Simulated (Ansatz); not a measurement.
Cartesian coordinates in Å:
```
C -0.7822 0.0613 1.9871
B -0.6384 0.1146 0.4378
C 0.6833 -0.1321 -0.2798
F 1.7989 -0.4132 0.4580
C 0.9115 -0.1094 -1.6057
O -0.0454 0.1465 -2.5088
H 0.1389 -0.1626 2.5261
H -1.1838 1.0138 2.3540
H -1.5407 -0.6826 2.2608
H -1.5850 0.3564 -0.2544
H 1.9136 -0.3056 -1.9834
H 0.3291 0.1129 -3.3916
```

Charge 0, multiplicity 1.

Question: List the ωB97M-V/def2-TZVPP orbital energies in eV (Ansatz). (Estimate.)

Answer: Ansatz gave: Occupied: -677.23, -527.61, -283.71, -282.69, -280.42, -187.32, -36.22, -33.25, -24.19, -22.09, -19.69, -18.84, -16.77, -16.30, -15.36, -14.48, -14.19, -13.61, -13.31, -13.17, -11.50, -11.22, -9.08. Lowest empty: 0.49, 1.88, 2.52, 3.62, 3.74, 3.95, 4.32, 4.89.
